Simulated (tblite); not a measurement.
C7H15NSi.
Atom-mapped SMILES: `[CH2:1]=[N:2][SiH2:3][C@H:4]([CH3:5])[CH2:6][C:7](=[CH2:8])[CH3:9]` (hydrogens: H10, H11 on C1; H12, H13 on Si3; H14 on C4; H15, H16, H17 on C5; H18, H19 on C6; H20, H21 on C8; H22, H23, H24 on C9)

Cartesian coordinates in Å at the GFN2-xTB level; atoms count from 1:
```
atom  x, y, z in Å
C1     3.6622    1.1204   -0.9280
N2     2.6600    0.3975   -1.0930
Si3    2.0562   -1.0197   -0.3208
C4     0.3070   -0.5405    0.2732
C5    -0.3547   -1.7196    0.9774
C6    -0.5572   -0.0496   -0.8998
C7    -1.8614    0.5389   -0.4385
C8    -2.9946   -0.1450   -0.4702
C9    -1.7967    1.9491    0.0654
H10    4.4335    0.9561   -0.1694
H11    3.8097    1.9844   -1.5726
H12    2.8236   -1.5564    0.8135
H13    2.0089   -1.9863   -1.4173
H14    0.3890    0.2767    0.9984
H15    0.2369   -2.0429    1.8315
H16   -0.4548   -2.5629    0.2965
H17   -1.3487   -1.4493    1.3314
H18   -0.7491   -0.8920   -1.5666
H19    0.0010    0.7051   -1.4572
H20   -3.0403   -1.1522   -0.8496
H21   -3.9253    0.2735   -0.1236
H22   -1.0052    2.0584    0.8052
H23   -1.5717    2.6261   -0.7592
H24   -2.7400    2.2500    0.5144
```

Computed values, GFN2-xTB/tblite, gas phase, harmonic and unscaled. This tight-binding method is rough: wavenumbers can miss measured ones by several per cent, in bad cases by 10 to 20. Modes of hydrogen on silicon can be 10 to 20 % off. One conformer, not necessarily the lowest.

Harmonic wavenumbers (cm⁻¹): 27.9, 41.5, 70.9, 93.3, 121.0, 132.7, 173.5, 223.0, 227.0, 261.0, 302.3, 351.7, 404.2, 430.5, 455.3, 506.4, 533.1, 592.6, 684.0, 717.2, 746.7, 779.7, 794.9, 866.7, 889.7, 905.8, 945.0, 975.6, 998.8, 1010.0, 1025.6, 1044.6, 1106.7, 1126.6, 1143.4, 1195.6, 1236.1, 1282.0, 1303.1, 1329.2, 1400.5, 1418.6, 1425.1, 1453.6, 1476.2, 1482.9, 1490.3, 1507.8, 1516.2, 1727.6, 1763.8, 2184.0, 2268.4, 2866.2, 2917.9, 2964.9, 2974.6, 2983.8, 2995.3, 3010.3, 3016.9, 3018.8, 3028.0, 3040.9, 3094.9, 3117.7.

A = 2188, B = 732.1, C = 603.1 MHz; mass 141.097 u (most abundant isotopes); point group C1, symmetry number 1.

**Question.** What is the zero-point energy?

**Answer.** ½Σν̃ = 43600 cm⁻¹ = 124.66 kcal/mol.

**Question.** Entropy at 200 K, 1 bar (ideal gas, RRHO, classical rotation)?

**Answer.** Translation 38.79, rotation 29.00, vibration 29.02: S = 96.8 cal/(mol K).

**Question.** And Cp and H(200 K) − H(0)?

**Answer.** Cp = 35.76 cal/(mol K), of which vibrations give 27.81 (their classical limit is 66 R = 131.2); H(200 K) − H(0) = 4.57 kcal/mol without the zero-point energy, 2.98 from vibrations.

**Question.** How do the functions run with temperature in this model?

**Answer.** 
```csv
T (K),S (cal/(mol K)),Cp (cal/(mol K)),H − H(0) (kcal/mol),G − H(0) (kcal/mol),ln q(vib)
100,76.7,23.6,1.59,-6.07,3.23
300,113.6,48.1,8.76,-25.33,10.75
500,143.6,70.4,20.70,-51.12,17.67
800,182.1,93.0,45.49,-100.16,27.35
1000,204.0,103.1,65.15,-138.80,33.30
```

q(vib) and H(0) count from the zero-point level.

**Question.** What must be added to the electronic energy to get the Gibbs energy at 200 K and 1 bar?

**Answer.** ZPE + [H(200 K) − H(0)] − T·S = 124.66 + 4.57 − 19.36 = 109.87 kcal/mol.

**Question.** Which modes carry the vibrational entropy at 200 K?

**Answer.** 27.9 cm⁻¹: 5.18; 41.5 cm⁻¹: 4.40; 70.9 cm⁻¹: 3.35; 93.3 cm⁻¹: 2.82; 121.0 cm⁻¹: 2.32; 132.7 cm⁻¹: 2.15 cal/(mol K); the other 60 give 8.80 together.

Hindered rotation and anharmonicity are outside this model. Other conformers, if any are populated, would add a mixing term that is left out. The structure is chiral; the term R ln 2 for an equal mix with its mirror image is left out.
